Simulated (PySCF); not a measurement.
AlFH4OSi, SMILES [F][AlH][O][SiH3].

Geometry optimised at B3LYP-D3(BJ)/def2-SVP. Other conformers were not sampled.

These are TDDFT-ωB97X/def2-SVPD (PySCF) values and carry that method's errors.

Vertical excitations. The molecule is in vacuum.

```csv
state,energy (eV),λ (nm),f,main pairs
S1,7.50,165,0.006,"HOMO→LUMO 69 %, HOMO→LUMO+2 14 %"
S2,7.58,164,0.002,"HOMO−1→LUMO 60 %, HOMO−1→LUMO+2 13 %"
S3,7.73,160,0.051,"HOMO→LUMO+1 58 %, HOMO−2→LUMO+1 20 %"
S4,8.24,150,0.059,"HOMO−2→LUMO+1 68 %, HOMO→LUMO+1 14 %, HOMO−3→LUMO+1 13 %"
S5,8.31,149,0.095,"HOMO−1→LUMO+1 79 %, HOMO−4→LUMO+1 13 %"
S6,8.79,141,0.034,"HOMO→LUMO+4 29 %, HOMO−2→LUMO 17 %, HOMO→LUMO+2 10 %, HOMO−3→LUMO 10 %"
S7,8.93,139,0.000,"HOMO−1→LUMO+4 36 %, HOMO−1→LUMO+2 18 %, HOMO−4→LUMO 17 %, HOMO−1→LUMO 8 %"
S8,9.07,137,0.208,"HOMO−2→LUMO 27 %, HOMO→LUMO+5 16 %, HOMO→LUMO+2 10 %, HOMO−2→LUMO+4 6 %"
S9,9.08,137,0.131,"HOMO→LUMO+5 19 %, HOMO→LUMO+2 12 %, HOMO−2→LUMO 11 %, HOMO→LUMO+3 9 %"
S10,9.19,135,0.081,"HOMO→LUMO+3 20 %, HOMO−3→LUMO 20 %, HOMO→LUMO+2 14 %, HOMO→LUMO+7 12 %"
T1,7.20,172,0,"HOMO→LUMO 65 %, HOMO→LUMO+2 17 %"
T2,7.23,172,0,"HOMO−2→LUMO+1 68 %, HOMO→LUMO+1 25 %"
T3,7.36,169,0,"HOMO−1→LUMO 61 %, HOMO−1→LUMO+2 17 %"
T4,7.79,159,0,HOMO−2→LUMO 53 %
```
Triplets are in the Tamm–Dancoff approximation, which puts them higher than full response would, so one can lie above its singlet here.
